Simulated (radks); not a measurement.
Removal energies from the ytterbium ion Yb5+, [Xe] 4f11, by Delta-SCF beside the eigenvalue of the level emptied. All-electron calculation, scalar-relativistic Kohn-Sham, LDA (Slater exchange, Perdew-Wang correlation), spin-polarised, spherical densities, finite nucleus; Fermi nuclear charge, rms radius of each element as measured or else 0.836 A^(1/3) + 0.57 fm. Program: a radial shooting solver on a logarithmic mesh with Libxc functionals. Open shells are filled with parallel spins first.

| removed from | final configuration | Delta-SCF (eV) | -eigenvalue (eV) |
|---|---|---|---|
| 4f | [Xe] 4f10 | 91.915 | 79.582 |
| 5p | [Kr] 4d10 4f11 5s2 5p5 | 99.178 | 91.180 |
| 5s | [Kr] 4d10 4f11 5s1 5p6 | 131.12 | 122.29 |
| 4d | [Kr] 4d9 4f11 5s2 5p6 | 270.27 | 257.04 |
